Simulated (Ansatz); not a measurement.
Cartesian coordinates in Å:
```
C -0.839 0.622 -2.042
O -0.096 0.606 -0.840
Si -0.263 -0.525 0.325
Si 1.203 0.024 2.056
Cl 0.238 -2.394 -0.410
H -0.521 -0.188 -2.705
H -0.659 1.576 -2.538
H -1.913 0.520 -1.849
H -1.692 -0.645 0.720
H 2.596 0.042 1.539
H 1.085 -0.998 3.129
H 0.860 1.359 2.614
```

The species carries charge 0 and has multiplicity 1.

Problem. List the ωB97M-V/def2-TZVPP orbital energies in eV (the Gaussian-basis code of Ansatz). (Estimate.)

Solution. Computed: Occupied: -2771.78, -1808.22, -1806.94, -526.46, -282.99, -262.18, -199.65, -199.54, -199.53, -149.14, -148.07, -103.30, -103.25, -103.21, -102.18, -102.18, -102.17, -31.55, -25.70, -22.32, -18.55, -17.30, -15.69, -15.53, -15.17, -13.29, -12.42, -12.23, -12.15, -11.89, -11.42, -11.08, -10.16. Lowest empty: 1.62, 1.75, 2.23, 3.01, 3.09, 3.42, 3.86, 4.04.
